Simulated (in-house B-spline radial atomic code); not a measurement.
## BP86 excitations of the scandium ion Sc³⁺

Method: BP86. Computed with a B-spline radial code for spherical atoms: linear response of the closed shell [Ne] 3s2 3p6 with the functional's adiabatic kernel; scalar-relativistic (spin-free one-electron X2C), finite nucleus, no spin-orbit coupling, no double excitations, S, P, D and F terms only. Only terms of natural parity with L up to 3 were computed.

Command:
```bash
python run_td.py task.json out
```
Settings (radii: box in bohr, nucleus in fm):
```
Z                        21
electrons                18
configuration            [Ne] 3s2 3p6
hamiltonian              x2c
method                   b88,p86
box_radius               23.08
rms_radius               3.5459
intervals                73
```

Run time, properties included: 0.8 s on 1 thread of Arm Neoverse N1 (shared host).

The lowest states, in the order of their Tamm-Dancoff energies; the method's threshold (minus the highest occupied level) is 64.66 eV. Labels give the largest channel, * marks a mixed state, and oscillator strengths are full-response dipole values. Semilocal kernels can invert the small singlet-triplet splittings of Rydberg terms. Energies in eV:

```csv
state,full response,Tamm-Dancoff,oscillator strength
3p → 3d 3P,29.865,29.973,-
3p → 3d 3F,30.06,30.21,-
3p → 3d 1F,32.89,32.90,-
3p → 4s 3P,39.81,39.82,-
3p → 4s 1P,?,?,?
3p → 3d 1P,42.04,43.64,3.37
3p → 4p 3S,44.56,44.58,-
3p → 4p 3D,44.91,44.92,-
3p → 4p 1D,45.15,45.15,-
3p → 4p 1S,47.05,47.21,-
3p → 4d 3P,?,?,-
3p → 4d 3F,51.82,51.83,-
3p → 4d 1F,52.01,52.01,-
3s → 3d 3D,52.65,52.70,-
3p → 5s 3P,53.04,53.04,-
```

(1) Where does 3p → 4d 3P lie?

(2) Where does 3p → 4s 1P lie?

(3) How large is the singlet-triplet splitting of 3p → 3d (F terms) in Tamm-Dancoff?

(4) What polarisabilities and dispersion coefficient does the method give?

Results:

(1) At 51.82 eV in full response, 51.83 eV in Tamm-Dancoff.

(2) At 40.18 eV in full response, 40.22 eV in Tamm-Dancoff, oscillator strength 1.18.

(3) 2.69 eV, from the unrounded values.

(4) Dipole 2.155 bohr³, quadrupole 3.611 bohr⁵, C6 5.712 hartree·bohr⁶ for two such species.
